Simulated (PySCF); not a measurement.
Effect of structural changes

The calculation used TDDFT CAM-B3LYP/def2-TZVPD excited states, vertical, gas phase in PySCF 2.14.0. Geometry: PBE0-D3(BJ)/def2-TZVP.

Each molecule in one low-energy conformer.

Task: How does the largest two-photon cross section among the few lowest singlets (linear parallel light, single beam, Lorentzian half width 0.1 eV, states within 0.08 eV summed) change along this series?
- C#CC(F)=C=CF (H replaced by ethynyl)
- CC(F)=C=CF (H replaced by CH3)
- FC=C=C(F)[SiH3] (H replaced by SiH3)
- O=CC(F)=C=CF (H replaced by CHO)

Result: 
```
       molecule  S1 (eV)  f(S1)  largest σ (GM)  at photon λ (nm)
   C#CC(F)=C=CF     5.00  0.001             0.7               355
     CC(F)=C=CF     5.63  0.002             1.1               366
FC=C=C(F)[SiH3]     5.27  0.002             0.5               385
   O=CC(F)=C=CF     3.72  0.000             2.1               336
```
The largest two-photon cross section among the few lowest singlets (linear parallel light, single beam, Lorentzian half width 0.1 eV, states within 0.08 eV summed) is lowest for FC=C=C(F)[SiH3] and highest for O=CC(F)=C=CF.
